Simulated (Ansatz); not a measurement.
`F[SiH](S)[GeH3]` and `F[SiH](F)S` differ in one atom or group.

Ansatz, PBE0-D4/def2-TZVP geometries, multiplicity 1. Each molecule was computed in one conformer, which needn't be the lowest.

Scalar relativity is left out up to krypton.

```tsv
property	`F[SiH](S)[GeH3]`
size of the dipole moment (ωB97M-V/def2-TZVPP) / D	1.27
LUMO energy (ωB97M-V/def2-TZVPP) / eV	1.51
HOMO–LUMO gap (ωB97M-V/def2-TZVPP) / eV	11.48
HOMO energy (PBE/def2-TZVPP) / eV	-6.67
HOMO energy (PBE0/def2-TZVPP) / eV	-7.86
size of the dipole moment (B3LYP/def2-TZVPP) / D	1.26
```

Problem. What does the change do to each property? (Best estimate.)

Solution. The calculation gave: 
```
                                          property  `F[SiH](F)S`  shift
size of the dipole moment (ωB97M-V/def2-TZVPP) / D          0.76  -0.51
             LUMO energy (ωB97M-V/def2-TZVPP) / eV          1.85   0.34
           HOMO–LUMO gap (ωB97M-V/def2-TZVPP) / eV         12.36   0.88
                 HOMO energy (PBE/def2-TZVPP) / eV         -6.99  -0.32
                HOMO energy (PBE0/def2-TZVPP) / eV         -8.29  -0.43
  size of the dipole moment (B3LYP/def2-TZVPP) / D          0.79  -0.47
```

With PBE0 the HOMO falls by 0.43 eV and the LUMO rises by 0.21 eV, so the gap widens by about 0.64 eV. PBE moves the HOMO by -0.32 eV and ωB97M-V by -0.53 eV. Dipoles are sizes alone; their direction can turn.

B3LYP here is the variant with VWN-RPA as its local correlation; programs differ in this.
